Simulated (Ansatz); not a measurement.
Question: Name a neutral molecule of C, F, In, Te and H with HOMO–LUMO gap (ωB97M-V/def2-TZVPP) between 8.90 and 9.20 eV and size of the dipole moment (ωB97M-V/def2-TZVPP) between 2.85 and 3.15 D (Ansatz, PBE0-D4/def2-TZVP geometry).

Answer: `[CH3][In]([F])[TeH]` (9.14 eV, 3.07 D). Other molecules can fit too; these were computed, each in one conformer that needn't be the lowest.
